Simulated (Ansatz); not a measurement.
Computed against measured: atomisation enthalpy at 298 K

6 molecules holding Si, Ge, B, Al, Ga, P or As; the atomisation enthalpy at 298 K in kJ/mol, computed less measured. Shapes, held fixed at every level: PBE0-D4/def2-TZVP. Thermal terms are harmonic and unscaled (PBE0-D4/def2-TZVP); the spin-orbit lowering of the free atoms is taken from their spectra. Programs: Ansatz 0.2.0. Measured values: CRC Handbook of Chemistry and Physics, NIST-JANAF tables.

Levels: A = SPW92/def2-TZVPP; B = PBE-D4/def2-TZVPP; C = CCSD(T)/def2-TZVPP.

```csv
molecule,from tabulated heats,A,B,C
AsF3 (arsenic trifluoride),1326,+353,+91,-42
BI3 (boron triiodide),819,+253,+104,+9
GeF4 (tetrafluorogermane),1880,+381,+56,-19
GeH4 (germane),1153,+142,-14,+16
B(BCl2)Cl2,2115,+375,+98,-85
Si(SiF3)F3 (hexafluorodisilane),3760,+522,-11,-156
```

Sum up the errors.


```csv
level,kind,mean error,mean absolute error,worst case
SPW92/def2-TZVPP,LDA,+337.7,337.7,Si(SiF3)F3
PBE-D4/def2-TZVPP,GGA,+54.0,62.3,BI3
CCSD(T)/def2-TZVPP,coupled cluster or CI,-46.2,54.5,Si(SiF3)F3
```

On this set CCSD(T)/def2-TZVPP has the smallest mean absolute error and SPW92/def2-TZVPP the largest. SPW92/def2-TZVPP is too high in 6 of 6; PBE-D4/def2-TZVPP is too high in 4 of 6; CCSD(T)/def2-TZVPP is too low in 4 of 6. The heats of GeF4, Si(SiF3)F3 come from older tables and can be uncertain by 10 kJ/mol or more. The molecules' own spin-orbit binding is left out, so errors for heavy halides read too negative. The tabulated values of AsF3, BI3, B(BCl2)Cl2 are in doubt (older tables, estimates, or at odds with other calculations) and kept here. Over the 3 molecules whose values aren't doubted the mean absolute errors are A 348.3; B 27.0; C 63.7. For SPW92/def2-TZVPP and CCSD(T)/def2-TZVPP the error grows with the size of the molecule. Correlated wave functions converge slowly with the basis. For atoms past krypton def2 sets carry core potentials with scalar relativity. Relativity is left out for As, Ge. Outer-core shells of As, Ge, I are correlated, in sets that cover them unevenly. The set is small.
